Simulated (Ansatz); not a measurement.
Saddle point of BH₃BrClO₂, singlet (BH₂ClO₂ ([OH][B]([OH])[Cl]) + HBr → BH₂BrO₂ ([OH][B]([OH])[Br]) + HCl; bonds formed: B1–Br6, Cl2–H5; bonds broken: B1–Cl2, H5–Br6), PBE0-D4/def2-TZVP structure:

```
atom    x (Å)    y (Å)    z (Å)
  B1  -0.0710  -0.4822   0.0998
 Cl2   0.6263   0.6164  -1.6020
  O3   0.9293  -1.1731   0.6662
  O4  -1.2788  -1.0147  -0.1372
  H5   0.2789   1.5532  -0.4601
 Br6  -0.3045   1.6110   1.1576
  H7   1.7421  -0.6856   0.8083
  H8  -1.9222  -0.4248  -0.5326
```

Energies are electronic, without zero-point energy. Barriers and step energies count from the start structure reached by relaxing down the imaginary mode; all methods use the PBE0-D4 structures, on which another method's saddle can fall below an end. Computed with Ansatz 0.2.0 (basis: def2-TZVPP, with def2-QZVPP for the basis limit); correlated methods freeze the cores. Filled d shells of the heavier atoms are correlated. The def2 sets are not built for correlating such inner shells, so the correlated values are less sure here. B3LYP uses VWN-RPA correlation. Extrapolation: Hartree–Fock as exp(−7.88 √X), correlation as X^−2.97.

```json
{"method": "SPW92", "barrier (kJ/mol)": "64.8", "step energy (kJ/mol)": "7.1"}
{"method": "PBE-D4", "barrier (kJ/mol)": "91.6", "step energy (kJ/mol)": "6.2"}
{"method": "BLYP-D4", "barrier (kJ/mol)": "108.0", "step energy (kJ/mol)": "7.8"}
{"method": "r2SCAN-D4", "barrier (kJ/mol)": "?", "step energy (kJ/mol)": "7.5"}
{"method": "B97M-V", "barrier (kJ/mol)": "?", "step energy (kJ/mol)": "10.8"}
{"method": "PBE0-D4", "barrier (kJ/mol)": "109.7", "step energy (kJ/mol)": "6.6"}
{"method": "B3LYP-D4", "barrier (kJ/mol)": "122.3", "step energy (kJ/mol)": "8.1"}
{"method": "r2SCAN0-D4", "barrier (kJ/mol)": "114.6", "step energy (kJ/mol)": "7.5"}
{"method": "BHLYP-D4", "barrier (kJ/mol)": "143.7", "step energy (kJ/mol)": "8.5"}
{"method": "CAM-B3LYP-D4", "barrier (kJ/mol)": "134.4", "step energy (kJ/mol)": "9.7"}
{"method": "wB97X-V", "barrier (kJ/mol)": "133.1", "step energy (kJ/mol)": "8.2"}
{"method": "wB97M-V", "barrier (kJ/mol)": "125.9", "step energy (kJ/mol)": "7.9"}
{"method": "B2PLYP", "barrier (kJ/mol)": "132.0", "step energy (kJ/mol)": "7.8"}
{"method": "PBE-QIDH", "barrier (kJ/mol)": "?", "step energy (kJ/mol)": "6.2"}
{"method": "RPA on PBE", "barrier (kJ/mol)": "136.6", "step energy (kJ/mol)": "5.8"}
{"method": "HF", "barrier (kJ/mol)": "197.7", "step energy (kJ/mol)": "10.8"}
{"method": "MP2", "barrier (kJ/mol)": "125.4", "step energy (kJ/mol)": "4.4"}
{"method": "CCSD", "barrier (kJ/mol)": "150.9", "step energy (kJ/mol)": "6.5"}
{"method": "CCSD(T)", "barrier (kJ/mol)": "137.1", "step energy (kJ/mol)": "6.0"}
```

Q: Fill in the withheld barriers. (To be estimated.)

A: By the calculation: PBE-QIDH 124.1; r2SCAN-D4 101.6; B97M-V 129.5 kJ/mol. Each is the energy of the saddle less that of the start structure, by the same method.

For comparison, the barrier by CCSD(T) at an estimated basis limit (MP2 extrapolated from triple and quadruple zeta, plus CCSD(T) − MP2 in triple zeta) is 131.0 kJ/mol.

The T1 diagnostic stays at or below 0.011.

Labels in which every atom is bracketed show which atoms are joined, not bond orders.

For scale, one of the runs: CCSD(T)/def2-TZVPP, 225 basis functions, launched by `ansatz run in.yaml --threads 8 --pin off --events-out ev --progress --plain --max-ram 19148MiB`. Time: 20 s of wall clock on 8 CPU threads of an Intel Xeon 6975P-C; the host was shared. Peak host memory: 4.2 GiB.
